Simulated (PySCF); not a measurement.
**Working out the ionisation energy of Xe**

Xe [Xe] (1S) → Xe⁺ [Kr] 4d10 5s2 5p5 (2P). All numbers are calculated (PySCF 2.14, a scalar-relativistic core potential, in aug-cc-pVTZ-PP with one added diffuse shell each of d, f type with ECP28MDF (6s5p5d3f, 67 functions)). Frozen: 4s2 4p6 4d10. Energies in hartree (1 hartree = 27.21139 eV):

| part | Xe (lower) | Xe⁺ (upper) |
| --- | --- | --- |
| UHF | -328.298669 | -327.877343 |
| MP2 opposite-spin | -0.113403 | -0.092583 |
| MP2 same-spin | -0.036677 | -0.026528 |

Q: What does Hartree-Fock give?

A: (-327.877343) − (-328.298669) = 0.421326 hartree = 11.465 eV.

Q: What do MP2 and SCS-MP2 (6/5 opposite-spin, 1/3 same-spin) give?

A: The opposite-spin parts differ by 0.567 eV and the same-spin parts by 0.276 eV. MP2: 11.465 + (0.567) + (0.276) = 12.308 eV. SCS-MP2: 11.465 + 1.2 × (0.567) + (0.276)/3 = 12.237 eV.

Measured between the centres of the two terms (NIST): 12.565 eV, so MP2 (valence) is off by -0.257 eV.

What remains against the reference includes basis incompleteness, the frozen core and correlation beyond second order.
